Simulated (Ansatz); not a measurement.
Relaxation of AlClFH4NO (9 atoms, charge 0, multiplicity 1), to a largest force component of 0.03 eV/Å in at most 50 steps.

All numbers below come from RKS LDA/def2-SVP in Ansatz 0.2.0.

```xyz
9
Properties=species:S:1:pos:R:3
Al 0.245 0.562 -0.321
O -0.172 0.044 2.558
H -0.991 -0.307 2.147
N 1.675 0.058 -1.183
H 1.821 -0.880 -1.567
H 2.512 0.638 -1.282
F -1.139 -0.356 -0.215
Cl 0.049 2.594 0.468
H -0.293 1.027 2.476
```

**Question.** Where does it end, and by what steps?

**Answer.** The forces met the threshold. The force dipped under the threshold on the way, but the program's further checks kept it going. After 8 steps the energy has fallen by 0.979 eV; O2 moved furthest, 0.69 Å. Joined: Al1–O2 (2.95 → 1.96 Å).

```json
{"step": "0", "energy less start (eV)": "0.0000", "largest force component (eV/Å)": "1.184", "accepted": "yes"}
{"step": "1", "energy less start (eV)": "-0.2794", "largest force component (eV/Å)": "1.042", "accepted": "yes"}
{"step": "2", "energy less start (eV)": "-0.5771", "largest force component (eV/Å)": "1.445", "accepted": "yes"}
{"step": "3", "energy less start (eV)": "-0.8652", "largest force component (eV/Å)": "0.753", "accepted": "yes"}
{"step": "4", "energy less start (eV)": "-0.9557", "largest force component (eV/Å)": "0.354", "accepted": "yes"}
{"step": "5", "energy less start (eV)": "-0.9777", "largest force component (eV/Å)": "0.086", "accepted": "yes"}
{"step": "6", "energy less start (eV)": "-0.9787", "largest force component (eV/Å)": "0.038", "accepted": "yes"}
{"step": "7", "energy less start (eV)": "-0.9790", "largest force component (eV/Å)": "0.014", "accepted": "yes"}
{"step": "8", "energy less start (eV)": "-0.9791", "largest force component (eV/Å)": "0.018", "accepted": "yes"}
```

```xyz
9
Properties=species:S:1:pos:R:3
Al 0.167 0.544 0.015
O 0.076 0.086 1.919
H -0.804 -0.363 1.867
N 1.595 0.033 -0.873
H 1.693 -0.870 -1.343
H 2.389 0.643 -1.082
F -1.275 -0.311 -0.168
Cl -0.039 2.620 0.476
H -0.096 0.997 2.269
```

The run took 13 s on 2 threads of Intel(R) Xeon(R) CPU @ 2.60GHz (Ice Lake), on a shared host, peak memory 0.19 GiB.
